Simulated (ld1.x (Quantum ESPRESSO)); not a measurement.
## cadmium: one change to a TM potential, before and after

| Item | Value |
| --- | --- |
| Element | cadmium |
| Generator | ld1.x (Quantum ESPRESSO) 7.5 |
| Type | norm-conserving Troullier–Martins (Kleinman–Bylander form) |
| Functional | PBE |
| Relativity | scalar-relativistic |
| Frozen core | [Kr] 4d10 |
| Valence charge | 2 |
| Reference configuration | 5s2 5p0 |
| Partial waves | 5s (bound): rc 1.65 bohr; 5p (bound, empty): rc 2.55 bohr; 5d channel at 0.4 Ry: rc 2.40 bohr |
| Local potential | all-electron potential smoothed inside 1.60 bohr (lloc = -1) |
| Core correction | a·sin(br)/r model core inside 1.35 bohr |

Change: all radii but the core radius scaled by about 0.94 (s 1.56, p 2.40, d 2.26 bohr); local potential all-electron potential smoothed inside 1.50 bohr (lloc = -1).

Cutoffs: the cutoffs (Ry, on a coarse ladder) from which the occupation-weighted sum of valence levels, in a spherical-Bessel basis at the reference potential, stays within 10 and 1 mRy of its value at 400 Ry; they do not see the model core or the augmentation charge, which bear on the density cutoff. Errors are all-electron minus pseudo energies relative to the spin-unpolarised reference configuration.

**Question.** What does the change do?

**Answer.** The potential gets harder (30 Ry and 80 Ry → 35 Ry and 110 Ry); the bound ghosts move from d, s to d, p, s; the number of tests that count goes from 5 to 2. A smaller radius makes the pseudo-wave follow the all-electron one further in, where it bends more sharply, so more plane waves are needed.

| quantity | base | changed |
| --- | --- | --- |
| cutoff, loose | 30 Ry | 35 Ry |
| cutoff, tight | 80 Ry | 110 Ry |
| bound ghosts | d, s | s, d, p |
| tests counted (converged, no solver errors) | 5 of 5 | 2 of 5 |
| error for 5s1 5p0, meV [ΔE 9.27 eV] | -126 | -127 |
| error for 5s1.5 5p0, meV [ΔE 3.71 eV] | -27 | -27 |

Changed file: Tests not counted: 5s1 5p1 (solver errors, printed error -2.7 eV); 5s0 5p1 (solver errors, printed error -3.8 eV); 5s0 5p2 (solver errors, printed error -11.8 eV). A true bound ghost makes a file unfit for plane-wave use even where its test errors are small: the radial tests pick states by their node count and pass the ghost by. Where a test does run into it, the solver fails or the error is huge.
